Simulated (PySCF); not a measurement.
**Cost of excited-state runs on (HMg-mu3-Cl)4 cubane**

Bonds: Mg1-Cl3 2.326 Å, Mg1-Cl6 2.326 Å, Mg1-Cl9 2.327 Å, Cl3-Mg4 2.327 Å, Cl3-Mg10 2.327 Å, Mg4-Cl6 2.327 Å, Mg4-Cl12 2.327 Å, Cl6-Mg7 2.326 Å, Mg7-Cl9 2.327 Å, Mg7-Cl12 2.326 Å, Cl9-Mg10 2.327 Å, Mg10-Cl12 2.327 Å. Mg1 carries H2; Mg4 carries H5; Mg7 carries H8; Mg10 carries H11.

PySCF with density fitting, on 1 thread of an Arm Neoverse V1, shared host. Command: `OMP_NUM_THREADS=1 python excited_run.py task.json out`

How long does each of these runs take, and how much memory?
- magnetisability and related constants, B3LYP/def2-SVP; usual settings
- magnetisability and related constants, LC-wPBE/def2-SVP; usual settings


| run | level | basis functions | wall time | peak memory (GiB) |
| --- | --- | --- | --- | --- |
| magnetisability and related constants | B3LYP/def2-SVP | 164 | 45 s | 0.75 |
| magnetisability and related constants | LC-wPBE/def2-SVP | 164 | 65 s | 0.84 |

Times from a shared host are rough.
